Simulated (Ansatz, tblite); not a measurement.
Isomers of CdF2⁺ (doublet), found by a short tight-binding search and relaxed with PBE-D4/def2-TZVP in Ansatz.

In the def2 sets Cd takes a core potential; there is no spin–orbit coupling. The xTB rows come from tblite. Correlated methods freeze 2 core orbitals; core or outer-core shells of Cd are correlated, in sets that lack core-valence functions. In CCSD on the charge 1 doublet the largest single amplitude is 0.35, so its Hartree–Fock determinant may place the open shell otherwise than the density functionals do.

Run but left out: HF/def2-TZVPP, MP2/def2-TZVPP (B: a determinant that CCSD turns far, T1 0.052); LDA (SPW92)/def2-TZVP (A: an occupied level 0.07 eV above an empty one).

B: At CCSD(T)/def2-TZVPP T1 of the charge 1 doublet is large (up to 0.052), so the single-reference result is doubtful.

Other spin states were run for one of them alone.

A:

```xyz
3

Cd    0.0008   -0.0001    0.0003
F     0.0950   -1.7025   -1.0249
F    -0.0958    1.7026    1.0246
```

B:

```xyz
3

Cd   -1.166   -0.220    0.051
F     0.720   -0.759   -0.647
F     0.446    0.980    0.596
```

Question: Estimate their order by electronic energy at PBE0-D4/def2-TZVP, counted from the lowest.

Answer: A (0.00) < B (0.20), in eV.

Question: Do the other levels pick the same lowest one?

Answer: Not GFN2-xTB, CCSD(T)/def2-TZVPP. Energies above each level's lowest (eV):

```json
{"level": "GFN1-xTB", "A": "0.00", "B": "0.10"}
{"level": "GFN2-xTB", "A": "0.08", "B": "0.00"}
{"level": "PBE-D4/def2-TZVP", "A": "0.00", "B": "0.56"}
{"level": "r2SCAN-D4/def2-TZVP", "A": "0.00", "B": "0.46"}
{"level": "B97M-V/def2-TZVP", "A": "0.00", "B": "0.45"}
{"level": "PBE0-D4/def2-TZVP", "A": "0.00", "B": "0.20"}
{"level": "CCSD/def2-TZVPP", "A": "0.00", "B": "0.04"}
{"level": "CCSD(T)/def2-TZVPP", "A": "0.11", "B": "0.00"}
```
Point groups (tolerance 0.1 Å): A D∞h, B C2v. A and B have the same bonds, so they are conformers or stereoisomers. Lower isomers may exist.
